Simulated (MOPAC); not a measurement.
Input for MOPAC: PM3 on GaH5N2O (SMILES [NH2][Ga]([NH2])[OH]), a point of a torsion scan.

```
PM3 1SCF PRECISE CHARGE=0 THREADS=1
GaH5N2O

N      1.31321071 1    -1.09638725 1     0.20036336 1
Ga    -0.06662826 1     0.12251625 1    -0.03814417 1
N     -1.76208494 1    -0.23962602 1    -0.65291847 1
O      0.17862413 1     1.79134058 1     0.38545702 1
H      2.16203021 1    -0.89045248 1    -0.31963306 1
H      1.06602889 1    -2.05660636 1    -0.01684932 1
H     -2.16472572 1    -1.14925766 1    -0.45615935 1
H     -2.43985551 1     0.47540925 1    -0.40941621 1
H      0.99354106 1     2.15265034 1     0.72723068 1
```

Program output:

```
*******************************************************************************
 **                                                                           **
 **                              MOPAC v23.2.5                                **
 **                                                                           **
 *******************************************************************************
 ** MOPAC's Digital Object Identifier: https://doi.org/10.5281/zenodo.6511958 **
 **                                                                           **
 ** Please cite the open-source release paper for use of this MOPAC version:  **
 ** J. E. Moussa and J. J. P. Stewart (2026)                                  **
 ** MOPAC: An open-source semiempirical molecular orbital program             **
 ** J. Open Source Softw., 11(119), 8025, https://doi.org/10.21105/joss.08025 **
 *******************************************************************************

                              PM3 CALCULATION RESULTS

 *******************************************************************************
 *  PM3        - The PM3 Hamiltonian to be used
 *
 *
 *
 *                 CHARGE ON SYSTEM = 0
 *
 *
 *
 *  PRECISE    - TIGHTER CRITERIA TO BE USED
 *  1SCF       - DO 1 SCF AND THEN STOP
 *  THREADS=1  - MULTI-THREADING NOT USED
 *  T=         - A TIME OF 172800.0 SECONDS REQUESTED
 *  DUMP=N     - RESTART FILE WRITTEN EVERY 7200.0 SECONDS REQUESTED
 *******************************************************************************
PM3 1SCF PRECISE CHARGE=0 THREADS=1
 GaH5N2O

   ATOM   CHEMICAL          X               Y               Z
  NUMBER   SYMBOL      (ANGSTROMS)     (ANGSTROMS)     (ANGSTROMS)

     1       N          1.31321071  *  -1.09638725  *   0.20036336  *
     2      Ga         -0.06662826  *   0.12251625  *  -0.03814417  *
     3       N         -1.76208494  *  -0.23962602  *  -0.65291847  *
     4       O          0.17862413  *   1.79134058  *   0.38545702  *
     5       H          2.16203021  *  -0.89045248  *  -0.31963306  *
     6       H          1.06602889  *  -2.05660636  *  -0.01684932  *
     7       H         -2.16472572  *  -1.14925766  *  -0.45615935  *
     8       H         -2.43985551  *   0.47540925  *  -0.40941621  *
     9       H          0.99354106  *   2.15265034  *   0.72723068  *



          CARTESIAN COORDINATES

    NO.       ATOM           X           Y           Z

     1         N          1.3132     -1.0964      0.2004
     2        Ga         -0.0666      0.1225     -0.0381
     3         N         -1.7621     -0.2396     -0.6529
     4         O          0.1786      1.7913      0.3855
     5         H          2.1620     -0.8905     -0.3196
     6         H          1.0660     -2.0566     -0.0168
     7         H         -2.1647     -1.1493     -0.4562
     8         H         -2.4399      0.4754     -0.4094
     9         H          0.9935      2.1527      0.7272

  H: (PM3): J. J. P. STEWART, J. COMP. CHEM. 10, 209 (1989).
  N: (PM3): J. J. P. STEWART, J. COMP. CHEM. 10, 209 (1989).
  O: (PM3): J. J. P. STEWART, J. COMP. CHEM. 10, 209 (1989).
 Ga: (PM3): J. J. P. STEWART, J. COMP. CHEM. 12, 320-341 (1991).

           Empirical Formula: H5 N2 O Ga  =     9 atoms



      MOLECULAR POINT GROUP   :   C1


      RHF CALCULATION, NO. OF DOUBLY OCCUPIED LEVELS = 12


 -------------------------------------------------------------------------------
 PM3 1SCF PRECISE CHARGE=0 THREADS=1
 GaH5N2O



     1SCF WAS SPECIFIED, SO BFGS WAS NOT USED
     SCF FIELD WAS ACHIEVED


                              PM3 CALCULATION
                                                       MOPAC v23.2.5 Linux




          FINAL HEAT OF FORMATION =        -24.04715 KCAL/MOL =    -100.61328 KJ/MOL


          COSMO AREA              =        110.08 SQUARE ANGSTROMS
          COSMO VOLUME            =         91.49 CUBIC ANGSTROMS

          IONIZATION POTENTIAL    =          9.393131 EV
          HOMO LUMO ENERGIES (EV) =         -9.393 -1.310
          NO. OF FILLED LEVELS    =         12
          MOLECULAR WEIGHT        =        118.7873         POINT GROUP:  C1

          MOLECULAR DIMENSIONS (Angstroms)

            Atom       Atom       Distance
            H     8    H     5     4.80114
            H     9    H     7     4.22205
            H     6    N     3     0.80802


          SCF CALCULATIONS        =          1





   ATOM   CHEMICAL          X               Y               Z
  NUMBER   SYMBOL      (ANGSTROMS)     (ANGSTROMS)     (ANGSTROMS)

     1       N          1.31321071  *  -1.09638725  *   0.20036336  *
     2      Ga         -0.06662826  *   0.12251625  *  -0.03814417  *
     3       N         -1.76208494  *  -0.23962602  *  -0.65291847  *
     4       O          0.17862413  *   1.79134058  *   0.38545702  *
     5       H          2.16203021  *  -0.89045248  *  -0.31963306  *
     6       H          1.06602889  *  -2.05660636  *  -0.01684932  *
     7       H         -2.16472572  *  -1.14925766  *  -0.45615935  *
     8       H         -2.43985551  *   0.47540925  *  -0.40941621  *
     9       H          0.99354106  *   2.15265034  *   0.72723068  *

                             CARTESIAN COORDINATES

   1    N        1.313210710    -1.096387250     0.200363360
   2   Ga       -0.066628260     0.122516250    -0.038144170
   3    N       -1.762084940    -0.239626020    -0.652918470
   4    O        0.178624130     1.791340580     0.385457020
   5    H        2.162030210    -0.890452480    -0.319633060
   6    H        1.066028890    -2.056606360    -0.016849320
   7    H       -2.164725720    -1.149257660    -0.456159350
   8    H       -2.439855510     0.475409250    -0.409416210
   9    H        0.993541060     2.152650340     0.727230680


           Empirical Formula: H5 N2 O Ga  =     9 atoms



      MOLECULAR POINT GROUP   :   C1


                  EIGENVALUES
 -34.78001 -28.42573 -27.47042 -16.88032 -15.53973 -15.20443 -14.34275 -12.02175
 -11.32309 -11.02366  -9.68320  -9.39313  -1.31046  -1.19851  -0.85186  -0.73676
   3.76732   3.83174   4.89513   4.94955   5.77643


              NET ATOMIC CHARGES AND DIPOLE CONTRIBUTIONS

  ATOM NO.   TYPE          CHARGE      No. of ELECS.   s-Pop       p-Pop
    1          N          -0.327408        5.3274     1.52055     3.80686
    2         Ga           0.940160        2.0598     1.18167     0.87817
    3          N          -0.288362        5.2884     1.49744     3.79092
    4          O          -0.700858        6.7009     1.79793     4.90292
    5          H           0.039278        0.9607     0.96072
    6          H           0.040094        0.9599     0.95991
    7          H           0.041276        0.9587     0.95872
    8          H           0.050851        0.9491     0.94915
    9          H           0.204970        0.7950     0.79503
 DIPOLE           X         Y         Z       TOTAL
 POINT-CHG.     0.039    -1.977    -0.419     2.022
 HYBRID         0.119    -0.079     0.086     0.166
 SUM            0.158    -2.056    -0.333     2.089


          ATOMIC ORBITAL ELECTRON POPULATIONS

     Atom    s        px        py        pz
    1  N   1.52055   1.15625   1.08528   1.56532
    2 Ga   1.18167   0.30345   0.17053   0.40419
    3  N   1.49744   1.15251   1.01195   1.62647
    4  O   1.79793   1.44088   1.66917   1.79287
    5  H   0.96072
    6  H   0.95991
    7  H   0.95872
    8  H   0.94915
    9  H   0.79503

 **********************
 *                    *
 * JOB ENDED NORMALLY *
 *                    *
 **********************




 == MOPAC DONE ==
```

The run finished.

Cost: very roughly 0.03 core-seconds.
